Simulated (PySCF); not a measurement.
Rigid-rotor lines calculated for a species of formula C5H12NPS (commonest isotopes; PBE0-D3(BJ)/def2-SVP geometry optimisation, gas phase (PySCF 2.14.0)), labelled J(Ka,Kc):

```csv
transition,MHz
"1(1,1) ← 0(0,0)",3443.2
"2(1,1) ← 1(1,0)",4243.5
"1(0,1) ← 0(0,0)",2068.7
"2(0,2) ← 1(0,1)",4131.5
"2(1,2) ← 1(1,1)",4031.4
```

(1) Find the rotational constants.

(2) What moments of inertia, asymmetry and inertial defect follow?

(3) Which dipole components do these lines need?

(4) Predict further lines from these constants: 2(2,1) ← 1(1,1); 2(1,1) ← 1(0,1); 2(1,2) ← 1(0,1); 2(1,2) ← 2(0,2); 2(2,0) ← 1(1,0); 1(1,0) ← 0(0,0); 2(2,1) ← 2(1,1); 2(1,1) ← 2(0,2); 1(1,0) ← 1(0,1); 2(2,0) ← 1(1,1); 2(2,1) ← 2(1,2); 2(2,1) ← 1(1,0).

(5) Which structure gave them?

Answers

(1) 1(0,1) ← 0(0,0) is B + C, 2(1,1) ← 1(1,0) is 3B + C and 2(1,2) ← 1(1,1) is B + 3C, so B − C is half the difference of the last two, 106.0 MHz. 1(1,1) ← 0(0,0) is A + C. A = 2461.9, B = 1087.4, C = 981.3 MHz.

(2) I = 505379 MHz·u·Å² over each constant: Ia = 205.28, Ib = 464.77, Ic = 515.00 u·Å²; κ = (2B − A − C)/(A − C) = -0.857 (asymmetric top); Δ = Ic − Ia − Ib = -155.05 u·Å².

(3) μa and μb (a-type: ΔKa even, ΔKc odd; b-type: both odd). The calculation gives |μa| = 1.54 D, |μb| = 1.30 D, |μc| = 2.25 D.

(4) 
| transition | MHz | type | branch |
| --- | --- | --- | --- |
| 2(1,2) ← 2(0,2) | 1274 | c | Q |
| 1(1,0) ← 1(0,1) | 1481 | b | Q |
| 2(1,1) ← 2(0,2) | 1593 | b | Q |
| 1(1,0) ← 0(0,0) | 3549 | c | R |
| 2(2,1) ← 2(1,1) | 4124 | c | Q |
| 2(2,1) ← 2(1,2) | 4442 | b | Q |
| 2(1,2) ← 1(0,1) | 5406 | b | R |
| 2(1,1) ← 1(0,1) | 5724 | c | R |
| 2(2,1) ← 1(1,0) | 8367 | b | R |
| 2(2,0) ← 1(1,0) | 8373 | c | R |
| 2(2,1) ← 1(1,1) | 8473 | c | R |
| 2(2,0) ← 1(1,1) | 8479 | b | R |

(5) `N=P1(C)CCSCC1`, point group C1. Three constants can't fix a structure by themselves; this is the one that was computed:
```
atom  x, y, z in Å
C1    -2.148   -0.211   -1.108
P2    -0.718   -0.427    0.009
N3    -0.761   -1.549    1.111
C4    -0.347    1.288    0.576
C5     0.973    1.296    1.337
S6     2.415    0.948    0.287
C7     2.001   -0.732   -0.270
C8     0.702   -0.811   -1.063
H9    -1.936    0.508   -1.914
H10   -3.012    0.143   -0.526
H11   -2.400   -1.191   -1.540
H12   -1.480   -1.431    1.822
H13   -0.312    1.980   -0.282
H14   -1.175    1.601    1.237
H15    0.935    0.560    2.156
H16    1.173    2.284    1.778
H17    1.943   -1.408    0.598
H18    2.857   -1.042   -0.889
H19    0.540   -1.839   -1.427
H20    0.721   -0.125   -1.925
```

The values belong to one conformer (point group C1) with, in the numbering `[CH3:1][P:2]1(=[NH:3])[CH2:4][CH2:5][S:6][CH2:7][CH2:8]1`, C1–P2–C4–C5 -171°, P2–C4–C5–S6 68°, C4–C5–S6–C7 -62°, C5–S6–C7–C8 61°. No frequency check. No vibrational averaging or centrifugal distortion is included, and the geometry carries the error of its method. A rigid rotor knows nothing of internal rotation, which can split or shift real lines. Quadrupole hyperfine structure (14N) is left out.
